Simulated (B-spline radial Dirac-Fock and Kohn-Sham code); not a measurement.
**Kohn-Sham estimates against Dirac-Fock for the levels of Kr¹⁶⁺**

System: krypton as Kr¹⁶⁺, [Ar] 3d2.

The density-functional columns are spherical, spin-unpolarised Dirac-Kohn-Sham results without Breit or QED terms: −ε is minus the orbital energy of the initial state and ΔSCF the difference of two total energies. The reference in the last column comes from ΔSCF Dirac-Fock with Breit, self-energy and vacuum polarisation, finite nucleus, configuration average. All numbers are from an atomic code on a B-spline grid, in eV; a selection of levels is shown. For the 1s level of heavy atoms much of the gap between ΔSCF and the reference is the Breit and QED part, -33.3 eV here; for other levels the error of the functional can be larger.

| level | LDA −ε | LDA ΔSCF | Dirac-Fock |
| --- | --- | --- | --- |
| K | 14684.6 | 14930.6 | 14902.1 |
| L1 | 2416.2 | 2471.0 | 2502.3 |
| L2 | 2240.3 | 2304.6 | 2305.6 |
| L3 | 2186.3 | 2249.0 | 2252.3 |
| M1 | 736.2 | 759.3 | 772.1 |
| M2 | 674.8 | 698.3 | 698.3 |
| M3 | 664.4 | 687.6 | 688.0 |
| M4,5 | 562.7 | 588.0 | 586.7 |

Values without a named source are computed, but for edge energies of neutral atoms, which are taken from tables.
